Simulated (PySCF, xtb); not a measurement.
C2H9NOSi2, SMILES C1[Si@@H](O)[SiH2]N1C. One conformer was computed; it need not be the lowest.

Harmonic wavenumbers (cm⁻¹) from GFN2-xTB (xtb) at its own minimum, in rising order: 81, 108, 135, 191, 207, 241, 294, 358, 402, 438, 513, 544, 653, 682, 700, 723, 766, 778, 837, 891, 1012, 1104, 1143, 1176, 1212, 1313, 1418, 1484, 1503, 1512, 2103, 2158, 2161, 2854, 2871, 2906, 2916, 3019, 3619.

### Question
What does PBE-D3(BJ)/def2-SVP run with PySCF give at its own minimum? (The exact figures need the calculation; the answer reports its results.)

### Answer
51, 64, 136, 202, 212, 236, 298, 350, 417, 464, 609, 628, 639, 683, 707, 756, 814, 823, 918, 958, 977, 1082, 1120, 1138, 1197, 1247, 1384, 1397, 1419, 1442, 2082, 2113, 2123, 2886, 2894, 2931, 2954, 3042, 3774. Paired by order, the mean absolute difference is 38 cm⁻¹ and the zero-point energies are 67.2 and 67.4 kcal/mol.
